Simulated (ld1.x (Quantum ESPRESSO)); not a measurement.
Au, TM semilocal: configuration errors across variants

- Element: gold (Au)
- Generator: ld1.x (Quantum ESPRESSO) 7.5
- Type: norm-conserving Troullier–Martins (semilocal form)
- Functional: PBE
- Relativity: scalar-relativistic
- Frozen core: [Xe] 4f14
- Valence charge: 11
- Reference configuration: 5d10 6s0.5 6p0.5
- Partial waves: 6s (bound): rc 2.35 bohr; 5d (bound): rc 2.10 bohr; 6p (bound): rc 3.40 bohr
- Local potential: the p channel
- Core correction: Bessel-smoothed model core, default radius (core density twice the valence density)

All-electron excitation energies from the reference (eV): (1) 5d10 6s1 6p0 -2.553; (2) 5d10 6s0 6p0 6.856; (3) 5d9 6s0 6p0 28.064; (4) 5d10 6s0.5 6p0 1.220; (5) 5d9 6s1 6p1 4.944; (6) 5d9 6s2 6p0 -0.859; (7) 5d8 6s0 6p0 61.941.

In the semilocal form every listed channel keeps its own potential, so the choice of the local channel does not act on these tests. It acts once the file is put into the separable form.

A semilocal file is local in each channel, so a ghost entry of none says nothing of the separable form that plane-wave codes build from it.

The default core radius of the base comes out at 1.02 bohr.

1 further variants failed, have other tests or too few solved ones, and are left out.

Errors AE − PS in meV (a dash: test not solved or not reliable):

| change | (1) | (2) | (3) | (4) | (5) | (6) | (7) | bound ghosts |
| --- | --- | --- | --- | --- | --- | --- | --- | --- |
| base | 0.0 | -10 | -30 | -1.2 | -41 | -53 | -168 | none |
| core correction Bessel-smoothed model core inside 1.44 bohr | 0.0 | -10 | -30 | -1.2 | -42 | -53 | -169 | none |
| all radii but the core radius scaled by about 1.15 (s 2.70, p 3.90, d 2.40 bohr) | +1.0 | -9.3 | -60 | -1.3 | -19 | -18 | -242 | none |
| wave 5d (bound): rc 2.10 bohr becomes 5d (bound): rc 2.12 bohr | 0.0 | -10.0 | -31 | -1.2 | -41 | -53 | -173 | none |
| wave 6p (bound): rc 3.40 bohr becomes 6p (bound): rc 4.40 bohr | +1.5 | -13 | -46 | -1.8 | -26 | -57 | -199 | none |
| local potential the d channel | 0.0 | -10 | -30 | -1.2 | -41 | -53 | -168 | none |

Q: Give the same row for: wave 6s (bound): rc 2.35 bohr becomes 6s (bound): rc 2.28 bohr.

A: 0.0, -10, -30, -1.2, -42, -55, -167; bound ghosts: none.
